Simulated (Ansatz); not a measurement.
`O=[Se]=O`. Total charge 0; spin multiplicity 1. Correlated methods include outer-core shells of Se, which these sets cover unevenly. Scalar relativity is left out up to krypton.

```xyz
3

O     1.0608    0.5111    0.7020
Se   -0.4535    0.1562    0.3300
O    -0.6073   -0.6673   -1.0320
```

Give the diagnostics of a CCSD(T)/def2-TZVPP run (frozen core, Ansatz). (Estimate.)

The calculation gave: T1 = 0.0223, largest single amplitude 0.081, largest double 0.105, (T) share of the correlation energy 5.1 %, 11 CCSD cycles. The RHF solution is unstable towards an unrestricted one. T1 lies over the customary mark of 0.02 for closed shells.
